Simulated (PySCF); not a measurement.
# Orbital energies, ionisation energy and electron affinity

BH₆OPSi.
Geometry (PBE0-D3(BJ)/def2-SVP, Å), atoms numbered from 1 in this order:
```
atom  x, y, z in Å
B1     2.0427   -0.0686   -0.6195
P2     0.6244   -0.7868    0.3196
Si3   -1.0758    0.6693    0.1809
O4    -2.5100   -0.0186    0.6633
H5     3.1708   -0.2060   -0.2166
H6     1.8238    0.4250   -1.6991
H7     0.9906   -0.8581    1.6884
H8    -1.0720    1.0753   -1.2571
H9    -0.8976    1.8466    1.0701
H10   -2.7681   -0.8341    0.2230
```

Level: CAM-B3LYP/def2-SVPD (PySCF). Frontier orbitals with their largest atomic shares (Löwdin; up to four atoms above 4 %):

```csv
orbital,ε (eV),main atoms
HOMO−3,-11.10,"B1 38 %, H6 25 %, P2 19 %, H7 10 %"
HOMO−2,-10.81,"O4 26 %, Si3 24 %, H8 16 %, H9 13 %"
HOMO−1,-9.90,"P2 28 %, O4 24 %, Si3 16 %, B1 12 %"
HOMO,-8.67,?
LUMO,-0.69,"B1 47 %, P2 24 %, H6 9 %, H5 8 %"
LUMO+1,0.56,"Si3 32 %, O4 24 %, H10 13 %, P2 10 %"
LUMO+2,1.07,"B1 37 %, P2 18 %, Si3 15 %, H7 12 %"
```

Question: What vertical ionisation energy does ΔSCF give, and how far is −ε(HOMO) from it?

Answer: ΔSCF: 9.47 eV (913 kJ/mol; threshold wavelength 131 nm); ⟨S²⟩ of the doublet left behind is 0.755, against 0.75 for a pure doublet. −ε(HOMO) is 8.67 eV, 0.80 eV below it. For the exact functional −ε(HOMO) would equal the first vertical ionisation energy; CAM-B3LYP (range-separated hybrid) falls short of its own ΔSCF value by 8 %.

Question: On which atoms does the HOMO lie?

Answer: P2 (three-coordinate phosphorus) 60 %, B1 (three-coordinate boron) 18 %, Si3 (oxygen-bound silicon) 10 %, H7 (P–H hydrogen) 6 %, so more than half of it is on one atom. The HOMO−1 lies 1.23 eV lower.

Question: And the vertical electron affinity, the fundamental gap, Mulliken's electronegativity and the hardness (with the factor ½)?

Answer: EA = 0.03 eV by ΔSCF (−ε(LUMO) = 0.69 eV). IE − EA = 9.44 eV against an orbital gap of 7.98 eV; (IE + EA)/2 = 4.75 eV; (IE − EA)/2 = 4.72 eV. Parr's electrophilicity index (IE + EA)²/[8(IE − EA)] is 1.20 eV.

Question: Shift the occupied levels rigidly so that −ε(HOMO) equals the ΔSCF value. What binding energies result?

Answer: The shift is +0.80 eV: HOMO 9.47, HOMO−1 10.70, HOMO−2 11.61, HOMO−3 11.90 eV. A rigid shift is only a rough guide to the deeper ionisations.

Question: How many of the 10 lowest singlet excitations (vertical TDDFT, same level) lie below the ionisation energy?

Answer: All 10; they run from 4.95 to 7.78 eV.

Isolated species at its PBE0-D3(BJ)/def2-SVP geometry (one conformer only).
